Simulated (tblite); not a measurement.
A geometry optimisation, step by step.

Compound: C₅H₁₁O₂P.
Bonds: O1–C2, C2–P3, P3–C4, C4–C5, C5–O6, O6–C7, C7–C8, P3–C8. Hydrogens: H9 on O1; H10, H11 on C2; H12, H13 on C4; H14, H15 on C5; H16, H17 on C7; H18, H19 on C8.

Computed with GFN2-xTB (tblite), gas phase: L-BFGS steps from a force-field or distance-geometry start until the largest atomic force falls under 0.01 eV/Å. 6 of its 37 geometries are shown.

Step 0: E = -733.1848 eV, largest atomic force 1.259 eV/Å
```
atom  x, y, z in Å  |  force x, y, z in eV/Å
O1      3.258    0.240    0.559   -0.899   0.070   0.401
C2      2.184   -0.642    0.235    1.193  -0.400  -0.034
P3      0.589   -0.175    0.993   -0.802   0.497   0.408
C4     -0.551   -1.350    0.098    0.121  -0.400   0.615
C5     -1.976   -0.800    0.077    0.041   0.662  -0.812
O6     -2.058    0.403   -0.714    0.386   0.054   0.907
C7     -1.362    1.507   -0.105   -0.273  -0.615   0.039
C8      0.158    1.292   -0.083   -0.190  -0.222  -0.110
H9      3.093    0.500    1.484    0.374  -0.002  -0.391
H10     2.469   -1.639    0.614   -0.194  -0.138  -0.046
H11     2.122   -0.711   -0.848    0.062   0.106  -0.304
H12    -0.196   -1.505   -0.917   -0.005  -0.010  -0.221
H13    -0.535   -2.323    0.629   -0.043   0.367  -0.211
H14    -2.627   -1.531   -0.415   -0.023   0.197  -0.065
H15    -2.379   -0.604    1.075    0.179   0.008   0.142
H16    -1.771    1.683    0.915    0.250  -0.170  -0.279
H17    -1.589    2.394   -0.700   -0.128  -0.132  -0.169
H18     0.497    1.091   -1.108   -0.010   0.087   0.136
H19     0.663    2.180    0.298   -0.038   0.039  -0.008
```

Step 7: E = -733.3155 eV, largest atomic force 0.111 eV/Å
```
atom  x, y, z in Å  |  force x, y, z in eV/Å
O1      3.195    0.274    0.553   -0.013   0.008  -0.005
C2      2.195   -0.668    0.244    0.063   0.040   0.006
P3      0.566   -0.163    1.011   -0.078   0.011   0.011
C4     -0.547   -1.349    0.109   -0.013  -0.037  -0.020
C5     -1.965   -0.779    0.061   -0.033   0.017  -0.027
O6     -2.057    0.408   -0.688    0.022   0.002   0.055
C7     -1.365    1.488   -0.105   -0.014  -0.017  -0.013
C8      0.151    1.283   -0.087   -0.002   0.003  -0.025
H9      3.140    0.501    1.488    0.050  -0.082   0.013
H10     2.457   -1.677    0.610    0.022   0.109  -0.002
H11     2.141   -0.697   -0.850   -0.048  -0.036   0.021
H12    -0.192   -1.501   -0.913    0.052  -0.006  -0.029
H13    -0.550   -2.309    0.628   -0.032  -0.003   0.009
H14    -2.632   -1.483   -0.441   -0.043  -0.031  -0.007
H15    -2.338   -0.607    1.083    0.017   0.000   0.029
H16    -1.738    1.662    0.918    0.036  -0.005  -0.017
H17    -1.616    2.353   -0.723   -0.015   0.026   0.010
H18     0.501    1.095   -1.105    0.039  -0.019  -0.020
H19     0.642    2.180    0.294   -0.011   0.020   0.010
```

Step 14: E = -733.3255 eV, largest atomic force 0.089 eV/Å
```
atom  x, y, z in Å  |  force x, y, z in eV/Å
O1      3.180    0.305    0.547   -0.087  -0.021   0.000
C2      2.190   -0.651    0.250    0.036  -0.022   0.017
P3      0.547   -0.158    1.010    0.057  -0.049   0.002
C4     -0.552   -1.356    0.098    0.016   0.003   0.021
C5     -1.969   -0.782    0.056   -0.015   0.043  -0.023
O6     -2.067    0.410   -0.684    0.015  -0.005  -0.005
C7     -1.363    1.486   -0.112   -0.046  -0.020   0.001
C8      0.150    1.283   -0.099    0.011  -0.026   0.010
H9      3.189    0.452    1.500    0.058  -0.028  -0.027
H10     2.474   -1.648    0.627   -0.020   0.057   0.003
H11     2.120   -0.702   -0.843    0.018   0.033   0.056
H12    -0.175   -1.509   -0.917   -0.038  -0.015  -0.015
H13    -0.569   -2.312    0.625    0.027   0.010  -0.022
H14    -2.652   -1.477   -0.440    0.014  -0.032   0.005
H15    -2.320   -0.615    1.086   -0.033   0.009   0.017
H16    -1.714    1.658    0.919   -0.035   0.004   0.016
H17    -1.630    2.353   -0.721    0.011   0.037  -0.019
H18     0.520    1.091   -1.108   -0.016   0.009  -0.033
H19     0.632    2.181    0.291    0.029   0.015  -0.004
```

Step 22: E = -733.3303 eV, largest atomic force 0.038 eV/Å
```
atom  x, y, z in Å  |  force x, y, z in eV/Å
O1      3.159    0.333    0.545    0.002  -0.032  -0.005
C2      2.188   -0.643    0.260    0.022  -0.001  -0.009
P3      0.539   -0.161    1.011    0.031  -0.004   0.005
C4     -0.556   -1.357    0.093    0.011   0.003   0.021
C5     -1.973   -0.781    0.056    0.000   0.013  -0.018
O6     -2.068    0.410   -0.687    0.004  -0.009  -0.009
C7     -1.366    1.487   -0.112   -0.031  -0.017  -0.003
C8      0.148    1.280   -0.100   -0.011  -0.004   0.007
H9      3.251    0.410    1.501    0.026   0.005   0.021
H10     2.485   -1.633    0.643    0.001   0.037  -0.010
H11     2.119   -0.696   -0.831   -0.002  -0.010   0.003
H12    -0.190   -1.514   -0.925   -0.007   0.024   0.007
H13    -0.567   -2.314    0.618   -0.007  -0.001  -0.002
H14    -2.651   -1.484   -0.437   -0.022   0.016  -0.005
H15    -2.328   -0.610    1.085   -0.001  -0.008  -0.008
H16    -1.723    1.657    0.917   -0.001   0.010   0.006
H17    -1.627    2.357   -0.721   -0.007  -0.004  -0.011
H18     0.512    1.091   -1.114   -0.012  -0.020   0.003
H19     0.637    2.177    0.286    0.004   0.005   0.008
```

Step 29: E = -733.3313 eV, largest atomic force 0.018 eV/Å
```
atom  x, y, z in Å  |  force x, y, z in eV/Å
O1      3.164    0.336    0.545    0.002  -0.013  -0.013
C2      2.193   -0.639    0.261   -0.011  -0.005   0.005
P3      0.542   -0.161    1.015   -0.006   0.008  -0.015
C4     -0.557   -1.355    0.096    0.002   0.001  -0.003
C5     -1.976   -0.781    0.054    0.003   0.000   0.005
O6     -2.068    0.409   -0.690   -0.016  -0.003   0.004
C7     -1.370    1.487   -0.113   -0.006  -0.006  -0.003
C8      0.144    1.278   -0.097   -0.005   0.005   0.000
H9      3.275    0.398    1.501    0.006  -0.001   0.002
H10     2.490   -1.627    0.646    0.005  -0.005  -0.002
H11     2.121   -0.696   -0.830    0.006   0.011   0.007
H12    -0.193   -1.505   -0.924    0.015   0.003   0.003
H13    -0.568   -2.315    0.616   -0.005   0.000  -0.003
H14    -2.655   -1.481   -0.440    0.012   0.002   0.003
H15    -2.332   -0.610    1.083   -0.008   0.002   0.000
H16    -1.730    1.658    0.915   -0.004   0.005  -0.006
H17    -1.629    2.355   -0.725    0.007  -0.001   0.007
H18     0.503    1.083   -1.112    0.005  -0.006   0.011
H19     0.636    2.174    0.285   -0.002   0.004  -0.003
```

Step 36: E = -733.3315 eV, largest atomic force 0.010 eV/Å
```
atom  x, y, z in Å  |  force x, y, z in eV/Å
O1      3.167    0.333    0.545    0.007   0.004  -0.002
C2      2.193   -0.639    0.262   -0.004   0.003   0.001
P3      0.541   -0.160    1.017    0.000   0.004  -0.008
C4     -0.557   -1.353    0.096   -0.002   0.002   0.000
C5     -1.976   -0.780    0.054    0.002  -0.004   0.001
O6     -2.072    0.409   -0.689    0.002   0.001  -0.001
C7     -1.373    1.486   -0.113    0.008   0.003   0.000
C8      0.142    1.278   -0.097    0.002  -0.001   0.003
H9      3.284    0.394    1.500    0.000  -0.005   0.003
H10     2.490   -1.627    0.645   -0.007  -0.007  -0.001
H11     2.122   -0.693   -0.828   -0.006  -0.001   0.001
H12    -0.189   -1.501   -0.923   -0.002   0.003   0.005
H13    -0.570   -2.314    0.614    0.004   0.001   0.001
H14    -2.653   -1.482   -0.440    0.004  -0.003   0.001
H15    -2.334   -0.610    1.083    0.003  -0.005  -0.003
H16    -1.733    1.660    0.914    0.000   0.002  -0.003
H17    -1.629    2.355   -0.726   -0.002  -0.002  -0.001
H18     0.503    1.079   -1.110   -0.005   0.003   0.005
H19     0.634    2.176    0.283   -0.005  -0.002  -0.002
```

Question: Summarise the path.

Answer: The energy falls by 3.38 kcal/mol from step 0 to step 36; nine tenths of that is first reached at step 9. It falls at every step. The largest force goes from 1.259 to 0.010 eV/Å. Among the bonds C2–P3 changes most, from 1.828 to 1.878 Å; the atoms move by 0.068 Å rms after alignment.

Question: Follow the three bonds and two angles with the largest change from start to end.

Answer: 
```json
{"step": "0", "E above end (kcal/mol)": "3.38", "largest force (eV/Å)": "1.259", "C2–P3 (Å)": "1.828", "C5–O6 (Å)": "1.442", "O6–C7 (Å)": "1.441", "O1–C2–H10 (°)": "106.6", "C2–O1–H9 (°)": "104.7"}
{"step": "2", "E above end (kcal/mol)": "1.27", "largest force (eV/Å)": "0.296", "C2–P3 (Å)": "1.876", "C5–O6 (Å)": "1.410", "O6–C7 (Å)": "1.413", "O1–C2–H10 (°)": "109.2", "C2–O1–H9 (°)": "107.1"}
{"step": "3", "E above end (kcal/mol)": "0.97", "largest force (eV/Å)": "0.318", "C2–P3 (Å)": "1.886", "C5–O6 (Å)": "1.406", "O6–C7 (Å)": "1.408", "O1–C2–H10 (°)": "110.1", "C2–O1–H9 (°)": "107.7"}
{"step": "5", "E above end (kcal/mol)": "0.51", "largest force (eV/Å)": "0.204", "C2–P3 (Å)": "1.884", "C5–O6 (Å)": "1.407", "O6–C7 (Å)": "1.407", "O1–C2–H10 (°)": "111.5", "C2–O1–H9 (°)": "108.9"}
{"step": "6", "E above end (kcal/mol)": "0.41", "largest force (eV/Å)": "0.160", "C2–P3 (Å)": "1.875", "C5–O6 (Å)": "1.407", "O6–C7 (Å)": "1.408", "O1–C2–H10 (°)": "111.7", "C2–O1–H9 (°)": "109.1"}
{"step": "8", "E above end (kcal/mol)": "0.34", "largest force (eV/Å)": "0.119", "C2–P3 (Å)": "1.869", "C5–O6 (Å)": "1.406", "O6–C7 (Å)": "1.408", "O1–C2–H10 (°)": "111.7", "C2–O1–H9 (°)": "109.3"}
{"step": "9", "E above end (kcal/mol)": "0.31", "largest force (eV/Å)": "0.116", "C2–P3 (Å)": "1.869", "C5–O6 (Å)": "1.405", "O6–C7 (Å)": "1.407", "O1–C2–H10 (°)": "111.7", "C2–O1–H9 (°)": "109.3"}
{"step": "11", "E above end (kcal/mol)": "0.23", "largest force (eV/Å)": "0.105", "C2–P3 (Å)": "1.875", "C5–O6 (Å)": "1.405", "O6–C7 (Å)": "1.406", "O1–C2–H10 (°)": "111.5", "C2–O1–H9 (°)": "108.9"}
{"step": "13", "E above end (kcal/mol)": "0.17", "largest force (eV/Å)": "0.093", "C2–P3 (Å)": "1.878", "C5–O6 (Å)": "1.406", "O6–C7 (Å)": "1.407", "O1–C2–H10 (°)": "111.3", "C2–O1–H9 (°)": "108.6"}
{"step": "14", "E above end (kcal/mol)": "0.14", "largest force (eV/Å)": "0.089", "C2–P3 (Å)": "1.876", "C5–O6 (Å)": "1.406", "O6–C7 (Å)": "1.408", "O1–C2–H10 (°)": "111.2", "C2–O1–H9 (°)": "108.6"}
{"step": "16", "E above end (kcal/mol)": "0.10", "largest force (eV/Å)": "0.054", "C2–P3 (Å)": "1.873", "C5–O6 (Å)": "1.406", "O6–C7 (Å)": "1.408", "O1–C2–H10 (°)": "111.2", "C2–O1–H9 (°)": "108.7"}
{"step": "17", "E above end (kcal/mol)": "0.09", "largest force (eV/Å)": "0.060", "C2–P3 (Å)": "1.872", "C5–O6 (Å)": "1.406", "O6–C7 (Å)": "1.407", "O1–C2–H10 (°)": "111.2", "C2–O1–H9 (°)": "108.7"}
{"step": "19", "E above end (kcal/mol)": "0.05", "largest force (eV/Å)": "0.067", "C2–P3 (Å)": "1.873", "C5–O6 (Å)": "1.405", "O6–C7 (Å)": "1.407", "O1–C2–H10 (°)": "111.6", "C2–O1–H9 (°)": "108.7"}
{"step": "20", "E above end (kcal/mol)": "0.04", "largest force (eV/Å)": "0.048", "C2–P3 (Å)": "1.875", "C5–O6 (Å)": "1.406", "O6–C7 (Å)": "1.408", "O1–C2–H10 (°)": "111.6", "C2–O1–H9 (°)": "108.7"}
{"step": "22", "E above end (kcal/mol)": "0.03", "largest force (eV/Å)": "0.038", "C2–P3 (Å)": "1.875", "C5–O6 (Å)": "1.407", "O6–C7 (Å)": "1.408", "O1–C2–H10 (°)": "111.6", "C2–O1–H9 (°)": "108.8"}
{"step": "23", "E above end (kcal/mol)": "0.02", "largest force (eV/Å)": "0.045", "C2–P3 (Å)": "1.875", "C5–O6 (Å)": "1.407", "O6–C7 (Å)": "1.408", "O1–C2–H10 (°)": "111.5", "C2–O1–H9 (°)": "108.8"}
{"step": "25", "E above end (kcal/mol)": "0.02", "largest force (eV/Å)": "0.035", "C2–P3 (Å)": "1.875", "C5–O6 (Å)": "1.406", "O6–C7 (Å)": "1.408", "O1–C2–H10 (°)": "111.4", "C2–O1–H9 (°)": "109.0"}
{"step": "27", "E above end (kcal/mol)": "0.01", "largest force (eV/Å)": "0.030", "C2–P3 (Å)": "1.876", "C5–O6 (Å)": "1.406", "O6–C7 (Å)": "1.408", "O1–C2–H10 (°)": "111.4", "C2–O1–H9 (°)": "109.0"}
{"step": "28", "E above end (kcal/mol)": "0.01", "largest force (eV/Å)": "0.021", "C2–P3 (Å)": "1.876", "C5–O6 (Å)": "1.406", "O6–C7 (Å)": "1.408", "O1–C2–H10 (°)": "111.4", "C2–O1–H9 (°)": "109.0"}
{"step": "30", "E above end (kcal/mol)": "0.00", "largest force (eV/Å)": "0.024", "C2–P3 (Å)": "1.877", "C5–O6 (Å)": "1.406", "O6–C7 (Å)": "1.408", "O1–C2–H10 (°)": "111.4", "C2–O1–H9 (°)": "108.9"}
{"step": "31", "E above end (kcal/mol)": "0.00", "largest force (eV/Å)": "0.021", "C2–P3 (Å)": "1.877", "C5–O6 (Å)": "1.406", "O6–C7 (Å)": "1.408", "O1–C2–H10 (°)": "111.4", "C2–O1–H9 (°)": "108.9"}
{"step": "33", "E above end (kcal/mol)": "0.00", "largest force (eV/Å)": "0.011", "C2–P3 (Å)": "1.878", "C5–O6 (Å)": "1.406", "O6–C7 (Å)": "1.408", "O1–C2–H10 (°)": "111.3", "C2–O1–H9 (°)": "108.9"}
{"step": "34", "E above end (kcal/mol)": "0.00", "largest force (eV/Å)": "0.012", "C2–P3 (Å)": "1.878", "C5–O6 (Å)": "1.406", "O6–C7 (Å)": "1.408", "O1–C2–H10 (°)": "111.3", "C2–O1–H9 (°)": "109.0"}
{"step": "36", "E above end (kcal/mol)": "0.00", "largest force (eV/Å)": "0.010", "C2–P3 (Å)": "1.878", "C5–O6 (Å)": "1.406", "O6–C7 (Å)": "1.408", "O1–C2–H10 (°)": "111.3", "C2–O1–H9 (°)": "109.1"}
```

What follows is the cost of the whole relaxation. Time: 0.38 s. Hardware: an Arm Neoverse N1 with one thread, no GPU, shared host with 64 logical CPUs at a one-minute load of 20.
